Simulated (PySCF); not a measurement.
## From computed data to an observable: refractive index and permittivity of the vapour

H3O3P, SMILES OP(O)O.

Geometry optimised at B3LYP-D3(BJ)/def2-SVP. Other conformers were not sampled.

r2SCAN/def2-TZVPD (PySCF) gives a mean static polarisability of 42.4 bohr³ and a dipole moment of 2.22 D. Take an ideal gas at 298.15 K and 1 bar, whether or not the substance is that volatile.

Work out n − 1 in the optical limit and the static ε − 1.


Polarisability volume α' = 42.4 × 0.148185 = 6.28 Å³. Number density N = p/kT = 2.43e-5 Å⁻³.
Dilute limit of Lorentz–Lorenz: n − 1 = 2π N α' = 0.00096.
Orientation term of Debye: μ²/(3kT) = 8.098 Å³ × μ²(D²) = 39.91 Å³.
ε − 1 = 4π N (α' + μ²/3kT) = 0.014. Orientation of the dipole supplies 86 % of the static response; it can't follow optical fields. Vibrational polarisation and dispersion are left out.
